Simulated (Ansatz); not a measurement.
`[CH3][AlH][C](=N)Cl` + `[NH]=[Mo](=[NH])([NH2])[F]` → `N=[C](Cl)[AlH][F]` + `[CH3][Mo](=[NH])(=[NH])[NH2]`  (redistribution)

Calculated with Ansatz (gas phase, PBE0-D4/def2-TZVP geometries, no zero-point term in ΔE). CCSD(T)/CBS adds triple-zeta CCSD(T) − MP2 to the extrapolated MP2 energy (def2 sets, frozen cores). Functionals use def2-TZVPP. def2 core potentials past Kr. For Mo outer-core shells are correlated without core-valence functions, which leaves a few kJ/mol of doubt a bond. One conformer a species, not always the lowest.

`[CH3][AlH][C](=N)Cl`:

Cartesian coordinates in Å:
```
C -1.437 0.013 1.185
Al -0.423 -0.312 -0.432
C 1.479 0.247 -0.582
N 2.274 0.116 -1.545
Cl 2.123 1.047 0.872
H -2.475 -0.319 1.114
H -1.432 1.080 1.431
H -0.972 -0.498 2.034
H -0.945 -1.022 -1.754
H 1.808 -0.352 -2.323
```

`[NH]=[Mo](=[NH])([NH2])[F]`:

Cartesian coordinates in Å:
```
N -1.197 -1.241 -0.106
Mo 0.311 -0.406 -0.097
N 0.574 0.465 -1.561
N 0.211 0.904 1.316
F 1.702 -1.631 0.161
H -2.070 -1.550 -0.512
H 0.344 0.776 -2.495
H 0.579 1.838 1.222
H -0.455 0.844 2.071
```

`N=[C](Cl)[AlH][F]`:

Z-matrix (Å, degrees):
```
C
Cl 1 1.780
Al 1 1.970 2 119.7
N 1 1.253 2 122.7 3 -179.9
F 3 1.643 1 117.5 2 -4.1
H 3 1.566 1 122.4 2 176.0
H 4 1.022 1 114.9 2 0.2
```

`[CH3][Mo](=[NH])(=[NH])[NH2]`:

```xyz
12

C    -0.934    1.489   -0.107
Mo    0.278   -0.233    0.144
N    -0.002   -0.731    1.777
N     1.887    0.312   -0.188
N    -0.276   -1.600   -1.114
H    -1.978    1.222    0.075
H    -0.642    2.276    0.591
H    -0.821    1.861   -1.128
H     0.272   -0.921    2.731
H     2.851    0.503    0.047
H    -0.855   -2.385   -0.855
H     0.219   -1.792   -1.973
```

CCSD(T)/CBS gives -73.9 kJ/mol.

Q: Another level gave -48.2 kJ/mol. Which?
A. CAM-B3LYP/def2-TZVPP
B. BHLYP-D4/def2-TZVPP
C. SCS-MP2/def2-TZVPP
D. LDA (SPW92)/def2-TZVPP

A: D. LDA (SPW92) -48.2, CAM-B3LYP -56.6, SCS-MP2/def2-TZVPP -76.0, BHLYP-D4 -66.1 kJ/mol.

Largest T1 diagnostic among the species: 0.022, so the coupled-cluster value is less sure than usual.

From r2SCAN to r2SCAN0 (25 % exact exchange), in def2-TZVPP and without D4, ΔE moves by −6.1 kJ/mol. Leaving LDA and LC-ωPBE aside and taking each functional with its dispersion term where it has one, the values, not all of them listed here, spread over 15.8 kJ/mol, from BHLYP-D4 to PBE-D4.

CCSD(T)/CBS has its own doubt, a few kJ/mol and more with outer-core shells, so smaller differences from it don't rank the levels.
